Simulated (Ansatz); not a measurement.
```xyz
11

C    -0.206    1.476   -0.402
C    -0.484    0.012   -0.244
N    -1.578   -0.456   -0.696
Si    0.819   -1.063    0.625
H    -0.058    1.946    0.575
H    -1.036    1.962   -0.917
H     0.716    1.632   -0.970
H    -1.652   -1.461   -0.529
H     0.310   -2.459    0.660
H     1.058   -0.575    2.010
H     2.110   -1.013   -0.112
```

The species carries charge 0 and has multiplicity 1.

Problem. List the PBE/def2-TZVPP orbital energies in eV (Ansatz). (Estimate.)

Solution. Computed: Occupied: -1779.66, -380.32, -270.21, -268.98, -137.45, -94.18, -94.17, -94.17, -22.61, -18.24, -14.29, -13.36, -11.15, -10.61, -9.83, -9.24, -8.69, -8.47, -7.71, -5.80. Lowest empty: -1.78, -0.42, 0.21, 0.68, 0.70, 1.43, 1.77, 2.22.
